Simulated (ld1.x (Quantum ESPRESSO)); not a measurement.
**Scattering properties, PAW potential for La**

| Property | Result |
| --- | --- |
| Element | lanthanum |
| Generator | ld1.x (Quantum ESPRESSO) 7.5 |
| Type | PAW |
| Functional | PBE |
| Relativity | non-relativistic |
| Frozen core | [Kr] 4d10 |
| Valence charge | 11 |
| Reference configuration | 4f0 5s2 5p6 5d1 6s1.5 6p0.5 |
| Partial waves | 5s (bound): rcut 2.90, rcutus 3.15 bohr; 6s (bound): rcut 2.90, rcutus 3.15 bohr; 5p (bound): rcut 2.35, rcutus 2.70 bohr; 6p (bound): rcut 2.35, rcutus 2.70 bohr; 5d (bound): rcut 2.30, rcutus 2.55 bohr; 5d channel at 0.05 Ry: rcut 2.30, rcutus 2.55 bohr; 4f (bound, empty): rcut 1.55, rcutus 1.85 bohr; 4f channel at 0.15 Ry: rcut 1.55, rcutus 1.85 bohr |
| Local potential | all-electron potential smoothed inside 2.35 bohr (lloc = -1) |
| Core correction | Bessel-smoothed model core inside 1.00 bohr |
| Augmentation charge | PSQ, inside the norm-conserving radii |

The phase is arctan(r·u′/u) with u = r·R(r), unwrapped; energies in Ry, scanned from -5 to 5 Ry. A pole is an energy at which the radial function vanishes at the test radius. The pseudo phase is shifted by a multiple of π to meet the all-electron one at the reference energy, and phase errors are pseudo minus all-electron; the curves can meet again beyond the range given. Levels narrower than the energy grid can be missing from the lists of poles.

```tsv
channel	radius (bohr)	reference energy (Ry)	poles, all-electron	poles, pseudo	unbroken range about the reference energy with phases within 0.05 rad	phase error 1 Ry above the reference energy (rad)
s	3.41	-0.27	-2.63, 1.89	-2.63, 1.87	below 3.5	-0.001
p	3.41	-0.12	-1.57, 2.71	-1.57, 2.78	below 4.5	+0.005
d	3.41	-0.30	0.17, 4.36	0.17, 4.21	the whole range	-0.000
f	3.41	-0.61	-0.59, 2.34	-0.59, 2.35	below 3.9	+0.000
```

Phases in the d channel:

| E (Ry) | all-electron | pseudo |
| --- | --- | --- |
| -5.00 | 1.436 | 1.436 |
| -4.74 | 1.432 | 1.432 |
| -4.48 | 1.428 | 1.428 |
| -4.22 | 1.423 | 1.423 |
| -3.96 | 1.418 | 1.418 |
| -3.70 | 1.412 | 1.412 |
| -3.44 | 1.405 | 1.405 |
| -3.18 | 1.398 | 1.398 |
| -2.92 | 1.389 | 1.389 |
| -2.66 | 1.379 | 1.379 |
| -2.40 | 1.367 | 1.367 |
| -2.14 | 1.351 | 1.351 |
| -1.88 | 1.332 | 1.332 |
| -1.62 | 1.306 | 1.306 |
| -1.36 | 1.268 | 1.268 |
| -1.10 | 1.206 | 1.206 |
| -0.84 | 1.080 | 1.080 |
| -0.58 | 0.676 | 0.676 |
| -0.32 | -0.827 | -0.827 |
| -0.06 | -1.420 | -1.420 |
| 0.20 | -1.586 | -1.586 |
| 0.46 | -1.675 | -1.675 |
| 0.72 | -1.746 | -1.746 |
| 0.98 | -1.820 | -1.820 |
| 1.24 | -1.920 | -1.921 |
| 1.50 | -2.089 | -2.092 |
| 1.76 | -2.461 | -2.472 |
| 2.02 | -3.305 | -3.336 |
| 2.28 | -4.032 | -4.053 |
| 2.54 | -4.328 | -4.341 |
| 2.80 | -4.467 | -4.477 |
| 3.06 | -4.546 | -4.555 |
| 3.32 | -4.598 | -4.607 |
| 3.58 | -4.636 | -4.646 |
| 3.84 | -4.666 | -4.676 |
| 4.10 | -4.691 | -4.702 |
| 4.36 | -4.713 | -4.726 |
| 4.62 | -4.733 | -4.750 |
| 4.88 | -4.752 | -4.774 |
